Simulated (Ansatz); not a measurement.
Harmonic frequencies (cm⁻¹) at PBE0-D4/def2-TZVP from Ansatz: 77, 96, 155, 207, 276, 503, 668, 739, 754, 786, 880, 938, 952, 1154, 1182, 1217, 1275, 1445, 1449, 1482, 1494, 1500, 2184, 2241, 3007, 3048, 3065, 3116, 3129, 3137.

Each molecule was computed in one conformer, which needn't be the lowest.

Which molecule is it?
A. `CO[SiH2]C`
B. `CCO[SiH3]`
C. `CC[SiH2]O`
D. `CO[SiH](C)Cl`

A.
